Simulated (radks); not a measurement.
Results of a calculation; reference values are marked as such.
Species: the thallium ion Tl55+. Configuration: [Ar] 3d8 (the NIST ground configuration). Level of theory: scalar-relativistic Kohn-Sham, r2SCAN, spin-polarised, spherical densities, finite nucleus; open shells are filled with parallel spins first (spin-orbit coupling, left out, can overturn this in heavy ions); meta-GGA in the generalised Kohn-Sham scheme; Fermi nuclear charge, rms radius 5.4759 fm (a radial shooting solver on a logarithmic mesh with Libxc functionals).

Unscreened Slater integrals over Kohn-Sham orbitals (eV). They are taken over the spin-up orbitals.

\begin{tabular}{lr}
integral & value \\ \hline
F0(3d,3d) & 159.02 \\
F2(3d,3d) & 81.854 \\
F4(3d,3d) & 52.867 \\
F0(3d,3p) & 148.15 \\
F2(3d,3p) & 71.244 \\
G1(3d,3p) & 76.661 \\
G3(3d,3p) & 51.125 \\
F0(3d,3s) & 148.17 \\
G2(3d,3s) & 60.560 \\
F0(3p,3p) & 141.90 \\
F2(3p,3p) & 70.967 \\
F0(3p,3s) & 141.68 \\
G1(3p,3s) & 92.457 \\
F0(3s,3s) & 141.77 \\
\end{tabular}

Derived for the open shells (J is the average intra-shell exchange parameter used in DFT+U). 3d: Racah B = F2/49 - 5 F4/441 = 1.071 eV, C = 35 F4/441 = 4.196 eV, C/B = 3.92, F4/F2 = 0.646, J = (F2 + F4)/14 = 9.623 eV.
